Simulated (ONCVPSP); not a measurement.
# germanium ONCV: all-electron and pseudo phase curves

```
Element                 : germanium (Ge)
Generator               : ONCVPSP 4.0.1
Type                    : optimised norm-conserving Vanderbilt (ONCV)
Functional              : PBE
Relativity              : scalar-relativistic
Frozen core             : [Ar]
Valence charge          : 14
Reference configuration : 3d10 4s2 4p2
Partial waves           : 4s: rc 1.55 bohr, ncon 5, nbas 9, qcut 4.4 1/bohr, 2 projectors, debl 0.6 Ha; 4p: rc 1.90 bohr, ncon 3, nbas 7, qcut 4.1 1/bohr, 3 projectors, debl 3.2 Ha; 3d: rc 1.20 bohr, ncon 4, nbas 8, qcut 15.5 1/bohr, 3 projectors, debl 2.8 Ha
Local potential         : polynomial inside 1.00 bohr (lpopt 1, dvloc0 1 Ha)
Core correction         : Teter function, fcfact 2, rcfact 1.1
```

The phase is arctan(r·R′/R) of the radial function R(r), unwrapped; energies in Ha, scanned from -3 to 5 Ha. A pole is an energy at which the radial function vanishes at the test radius. The pseudo phase is shifted by a multiple of π to meet the all-electron one at the reference energy, and phase errors are pseudo minus all-electron; the curves can meet again beyond the range given. Levels narrower than the energy grid can be missing from the lists of poles.

Problem. For each channel, where are the poles, and over which energies does the pseudopotential scatter like the atom?

Solution.

```csv
channel,radius (bohr),reference energy (Ha),"poles, all-electron","poles, pseudo",unbroken range about the reference energy with phases within 0.05 rad,phase error 1 Ha above the reference energy (rad)
s,1.58,-0.43,3.32,3.24,below 4.8,-0.000
p,1.93,-0.14,2.04,2.04,the whole range,-0.000
d,1.22,-1.08,-0.40,-0.40,the whole range,-0.000
```

Note: ghosts flagged at negative energy: s at -194.2 eV; GHOST(+) flagged for p at 284.7 eV. A true bound ghost makes a file unfit for plane-wave use.

Phases in the d channel:

```
E (Ha)  all-electron  pseudo
 -2.98         0.932   0.932
 -2.54         0.755   0.755
 -2.10         0.387   0.387
 -1.66        -0.369  -0.369
 -1.22        -1.075  -1.075
 -0.78        -1.412  -1.412
 -0.34        -1.589  -1.589
  0.10        -1.706  -1.706
  0.54        -1.802  -1.802
  0.98        -1.895  -1.895
  1.42        -1.997  -1.997
  1.86        -2.123  -2.123
  2.30        -2.295  -2.295
  2.74        -2.543  -2.543
  3.18        -2.896  -2.896
  3.62        -3.321  -3.321
  4.06        -3.700  -3.700
  4.50        -3.971  -3.971
  4.94        -4.152  -4.152
```
